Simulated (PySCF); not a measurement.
# Computed records: Al2B2H4, Al2BH5N, B2H2N, Al2BH4O

Calculation on a computer-drawn molecule: the log of a Hartree-Fock and frozen-core CCSD(T) single point meant for a local Hartree-Fock minimum, with one planted fault or none, to be diagnosed. Offsets are logged minus clean, where the clean run is the same molecule without the fault. The reference is restricted for singlets and unrestricted otherwise, and also for a bond in bohr or an excited solution. Adding or removing an electron swaps singlet and doublet. The excited solution moves the top pair (singlet) or top alpha electron (doublet) to the lowest empty orbital. Highest occupied and lowest empty are orbital energies over both spins, largest force is the largest gradient component, triples share is (T) over the correlation energy, the T1 limit is 0.02 restricted and 0.045 unrestricted, electrons count all cores, a negative frequency is imaginary (commonest isotopes), and the dipole is about the centre of nuclear charge. Program: PySCF 2.14.0.

Common to all runs: logged SCF converged yes; logged CC converged yes; logged SCF stable within its kind yes; possible faults no fault, one electron removed, one electron added, multiplicity raised by two, geometry at a saddle point, SCF held on an excited solution, minimal basis STO-3G, one bond length entered in bohr, all coordinates scaled.

```yaml
- entry: 1
  formula: Al2B2H4
  logged_structure:
    atoms_angstrom:
      - [B, 0.0591, -1.9251, -1.4735]
      - [B, 0.4375, -0.4289, -0.9679]
      - [Al, -0.0461, 1.2937, -2.3377]
      - [Al, 1.3486, -0.2201, 0.9259]
      - [H, 0.8377, -2.5877, -2.1151]
      - [H, -1.0199, -2.4133, -1.2402]
      - [H, 0.4626, 0.0051, 2.2219]
      - [H, 2.9289, -0.226, 1.0608]
  given:
    meant_charge: 0
    meant_multiplicity: 1
    meant_basis: "cc-pV(D+d)Z"
    logged_electrons: 40
    logged_basis_functions: 32
    logged_spin_squared: 0.0
    "logged_highest_occupied [eV]": -3.3683
    "logged_lowest_empty [eV]": 7.5657
    "logged_largest_force [hartree/bohr]": 0.04364
    logged_T1_diagnostic: 0.020964
    logged_D1_diagnostic: 0.071347
    logged_triples_share: 0.019233
    "logged_dipole_magnitude [debye]": 3.6014
    "logged_energy_HF [hartree]": -528.9572
    "logged_energy_CCSD(T) [hartree]": -529.13728
    drawn_bonds_atom: [1, 2, 2, 1, 1, 4, 4]
    drawn_bonds_other_atom: [2, 3, 4, 5, 6, 7, 8]
    drawn_bonds_order: [1, 1, 1, 1, 1, 1, 1]
  results:
    planted_fault: "minimal basis STO-3G"
    "HF_energy_offset_from_clean_run [kcal/mol]": 4068
    "CCSD(T)_energy_offset_from_clean_run [kcal/mol]": 4171
  notes: ["T1 above single-reference limit"]
- entry: 2
  formula: Al2BH5N
  logged_structure:
    atoms_angstrom:
      - [Al, -2.0157, 0.6175, -1.4589]
      - [B, -0.1115, -0.5081, -1.5488]
      - ["N", 1.0109, -1.1956, -1.5761]
      - [Al, 1.5005, -2.6619, -0.4511]
      - [H, -2.0938, 1.7504, -2.5238]
      - [H, -2.9737, 0.0991, -0.3463]
      - [H, 1.6976, -0.9209, -2.2714]
      - [H, 2.9102, -3.22, -0.7839]
      - [H, 0.37, -2.986, 0.5678]
  given:
    meant_charge: 1
    meant_multiplicity: 1
    meant_basis: "cc-pV(D+d)Z"
    logged_electrons: 41
    logged_basis_functions: 99
    logged_spin_squared: 0.8525
    "logged_highest_occupied [eV]": -19.309
    "logged_lowest_empty [eV]": -14.131
    "logged_largest_force [hartree/bohr]": 0.051777
    logged_T1_diagnostic: 0.024811
    logged_D1_diagnostic: 0.074024
    logged_triples_share: 0.030805
    "logged_dipole_magnitude [debye]": 11.816
    "logged_energy_HF [hartree]": -565.12939
    "logged_energy_CCSD(T) [hartree]": -565.51898
    drawn_bonds_atom: [1, 2, 3, 1, 1, 3, 4, 4]
    drawn_bonds_other_atom: [2, 3, 4, 5, 6, 7, 8, 9]
    drawn_bonds_order: [1, 1, 1, 1, 1, 1, 1, 1]
  results:
    planted_fault: "one electron removed"
    "HF_energy_offset_from_clean_run [kcal/mol]": 351.0
    "CCSD(T)_energy_offset_from_clean_run [kcal/mol]": 363.1
- entry: 3
  formula: B2H2N
  logged_structure:
    atoms_angstrom:
      - [B, -2.9388, 0.759, -1.5943]
      - ["N", -2.055, 0.9117, -0.6738]
      - [B, -1.1712, 1.0642, 0.2466]
      - [H, -3.7422, 0.6203, -2.4311]
      - [H, -0.3676, 1.2031, 1.0834]
  given:
    meant_charge: 1
    meant_multiplicity: 1
    meant_basis: cc-pVDZ
    logged_electrons: 18
    logged_basis_functions: 52
    logged_spin_squared: 2.0134
    "logged_highest_occupied [eV]": -13.239
    "logged_lowest_empty [eV]": -8.5565
    "logged_largest_force [hartree/bohr]": 0.071883
    logged_T1_diagnostic: 0.013807
    logged_D1_diagnostic: 0.043013
    logged_triples_share: 0.028466
    "logged_dipole_magnitude [debye]": 0.00025882
    "logged_energy_HF [hartree]": -104.5579
    "logged_energy_CCSD(T) [hartree]": -104.83778
    drawn_bonds_atom: [1, 2, 1, 3]
    drawn_bonds_other_atom: [2, 3, 4, 5]
    drawn_bonds_order: [2, 1, 1, 1]
  results:
    planted_fault: "multiplicity raised by two"
    "HF_energy_offset_from_clean_run [kcal/mol]": 125.0
    "CCSD(T)_energy_offset_from_clean_run [kcal/mol]": 144.3
- entry: 4
  formula: Al2BH4O
  logged_structure:
    atoms_angstrom:
      - [B, -3.1355, -0.4375, 0.9234]
      - [Al, -2.9907, 1.0407, -0.5085]
      - [O, -1.4801, 1.4551, -1.1311]
      - [Al, -0.0119, 1.9244, -1.7998]
      - [H, -3.2354, -1.2881, 1.7492]
      - [H, -4.2827, 1.7857, -1.0248]
      - [H, 0.8098, 3.0811, -1.1115]
      - [H, 0.5114, 1.1907, -3.0938]
  given:
    meant_charge: 0
    meant_multiplicity: 2
    meant_basis: "cc-pV(D+d)Z"
    logged_electrons: 43
    logged_basis_functions: 94
    logged_spin_squared: 3.7628
    "logged_highest_occupied [eV]": -8.6372
    "logged_lowest_empty [eV]": -1.0614
    "logged_largest_force [hartree/bohr]": 0.0138
    logged_T1_diagnostic: 0.026424
    logged_D1_diagnostic: 0.13359
    logged_triples_share: 0.023495
    "logged_dipole_magnitude [debye]": 1.5562
    "logged_energy_HF [hartree]": -585.64749
    "logged_energy_CCSD(T) [hartree]": -586.05413
    drawn_bonds_atom: [1, 2, 3, 1, 2, 4, 4]
    drawn_bonds_other_atom: [2, 3, 4, 5, 6, 7, 8]
    drawn_bonds_order: [1, 1, 1, 1, 1, 1, 1]
  results: {}
```

## Withheld values
1. Which fault was planted in the run of Al2BH4O (entry 4)?

## Answers
1. multiplicity raised by two

Further results for Al2BH4O (entry 4):

```
HF energy offset from clean run      : 61.39 kcal/mol
CCSD(T) energy offset from clean run : 69.41 kcal/mol
```
